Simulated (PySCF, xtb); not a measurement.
Si(Cl)3(OH) (Cl3HOSi), SMILES O[Si](Cl)(Cl)Cl. The values are those of a single conformer.

Harmonic wavenumbers (cm⁻¹) from GFN2-xTB (xtb) at its own minimum, in rising order: 121, 129, 193, 209, 224, 236, 416, 517, 546, 772, 911, 3625.

Q: What does PBE0-D3(BJ)/def2-SVP (PySCF 2.14.0) give at its own minimum? (The exact figures need the calculation; the answer reports its results.)

A: 118, 163, 194, 232, 271, 286, 466, 628, 632, 799, 966, 3923. Paired by order, the mean absolute difference is 65 cm⁻¹ and the zero-point energies are 11.3 and 12.4 kcal/mol.
